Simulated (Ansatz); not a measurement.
Relaxation of F2GeH2 (5 atoms, charge 0, multiplicity 1), to a largest force component of 0.03 eV/Å in at most 50 steps.

The calculation used RKS PBE0/def2-SVP in Ansatz.

```xyz
5
Properties=species:S:1:pos:R:3
Ge -0.806 -0.102 0.240
H 1.581 0.192 1.581
F 2.004 -0.121 0.821
F -0.807 1.309 -0.807
H -0.717 -1.172 -0.946
```

Task: Where does it end, and by what steps?

Result: The run converged. After 21 steps the energy has fallen by 0.419 eV; H2 moved furthest, 1.10 Å.

```csv
step,energy less start (eV),largest force component (eV/Å),accepted
0,0.0000,0.281,yes
1,-0.0185,1.946,yes
2,-0.0919,0.940,yes
3,-0.1087,0.420,yes
4,-0.1253,0.296,yes
5,-0.1305,0.565,yes
6,-0.1368,0.064,yes
7,-0.0094,2.440,no
8,-0.1437,0.165,yes
9,-0.1391,0.911,no
10,-0.1478,0.194,yes
11,-0.1526,0.198,yes
12,-0.1621,0.220,yes
13,-0.1748,0.827,yes
14,-0.1907,1.774,yes
15,-0.2470,1.942,yes
16,-0.3329,1.271,yes
17,-0.3902,0.580,yes
18,-0.4136,0.178,yes
19,-0.4178,0.150,yes
20,-0.4188,0.094,yes
21,-0.4191,0.017,yes
```

```xyz
5
Properties=species:S:1:pos:R:3
Ge -0.873 -0.301 0.318
H 1.201 0.549 0.614
F 1.276 -0.289 1.078
F -0.009 1.252 -0.157
H -0.341 -1.104 -0.964
```

The run took 17 s on 1 thread of AMD EPYC 9B45 (Zen 5), on a shared host, peak memory 0.15 GiB.
